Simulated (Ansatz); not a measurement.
ClI, singlet, at a GFN2-xTB geometry of the parent state (core potentials on I); Ansatz (an electronic-structure program) with B3LYP/def2-SVP.

Here is a job for Ansatz.
Ansatz 0.2 input:
```yaml
crystal:
  periodic: [false, false, false]
  atoms:
    - {symbol: Cl, position_ang: [-0.00000000, -0.00000000, -2.11796384]}
    - {symbol: I, position_ang: [0.00000000, 0.00000000, 0.67934689]}
basis:
  gaussian:
    orbitals: def2-SVP
hamiltonian:
  xc: b3lyp
```

What the program printed (banner, timings and long lists left out):

```
Functional definition: B3LYP
495 factors; integrals over basis functions are off by at most 3.4e-4 eV
mean field evaluation 1: about -20620.9484 eV, gradient 1.2e1 eV
mean field evaluation 2: about -20618.1660 eV, gradient 2.9e1 eV
mean field evaluation 4: about -20621.5240 eV, gradient 5.9e-1 eV
mean field evaluation 8: about -20621.5378 eV, gradient 1.0e-3 eV
mean field -20621.53779805 eV, -757.8275362981 hartree, gradient 3.2e-5 eV, S^2 0.000000; 0 other end points of the search recorded, 0 dependent functions left out
reference -20621.53797703 eV, -757.8275428753 hartree; 21, 21 occupied and 23, 23 virtual orbitals, 495 factors
Total energy: -20621.53797703 eV, -757.8275428753 hartree
```
